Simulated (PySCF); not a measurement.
C₅H₆O₂, SMILES CC=C1OC=CO1.

Geometry optimised at B3LYP-D3(BJ)/def2-SVP.

These are TDA-CAM-B3LYP/def2-SVPD (PySCF) values and carry that method's errors.

Vertical excitations. The molecule is in vacuum. State labels are in the subgroup Cs.

Computed UV-visible absorptions:
```json
[
 {"state": "S1", "symmetry": "A\"", "energy (eV)": "5.29", "λ (nm)": "234", "f": "0.021", "main pairs": "HOMO→LUMO 84 %"},
 {"state": "S2", "symmetry": "A'", "energy (eV)": "5.45", "λ (nm)": "228", "f": "0.051", "main pairs": "HOMO→LUMO+1 96 %"},
 {"state": "S3", "symmetry": "A\"", "energy (eV)": "6.02", "λ (nm)": "206", "f": "0.005", "main pairs": "HOMO→LUMO+2 81 %"},
 {"state": "S4", "symmetry": "A\"", "energy (eV)": "6.34", "λ (nm)": "196", "f": "0.002", "main pairs": "HOMO→LUMO+3 81 %"},
 {"state": "S5", "symmetry": "A\"", "energy (eV)": "6.42", "λ (nm)": "193", "f": "0.000", "main pairs": "HOMO→LUMO+4 71 %, HOMO→LUMO+6 12 %"},
 {"state": "S6", "symmetry": "A'", "energy (eV)": "6.68", "λ (nm)": "186", "f": "0.476", "main pairs": "HOMO→LUMO+5 86 %"},
 {"state": "S7", "symmetry": "A\"", "energy (eV)": "6.89", "λ (nm)": "180", "f": "0.005", "main pairs": "HOMO→LUMO+6 77 %"},
 {"state": "S8", "symmetry": "A\"", "energy (eV)": "7.04", "λ (nm)": "176", "f": "0.024", "main pairs": "HOMO→LUMO+8 87 %"},
 {"state": "S9", "symmetry": "A'", "energy (eV)": "7.26", "λ (nm)": "171", "f": "0.171", "main pairs": "HOMO→LUMO+7 90 %"},
 {"state": "S10", "symmetry": "A\"", "energy (eV)": "7.65", "λ (nm)": "162", "f": "0.010", "main pairs": "HOMO→LUMO+9 68 %"},
 {"state": "T1", "symmetry": "A'", "energy (eV)": "3.67", "λ (nm)": "338", "f": "0", "main pairs": "HOMO→LUMO+1 77 %, HOMO−1→LUMO+1 20 %"},
 {"state": "T2", "symmetry": "A'", "energy (eV)": "4.10", "λ (nm)": "302", "f": "0", "main pairs": "HOMO→LUMO+5 89 %"},
 {"state": "T3", "symmetry": "A\"", "energy (eV)": "5.15", "λ (nm)": "241", "f": "0", "main pairs": "HOMO→LUMO 78 %"},
 {"state": "T4", "symmetry": "A\"", "energy (eV)": "5.93", "λ (nm)": "209", "f": "0", "main pairs": "HOMO→LUMO+2 75 %"}
]
```
Triplets are in the Tamm–Dancoff approximation.
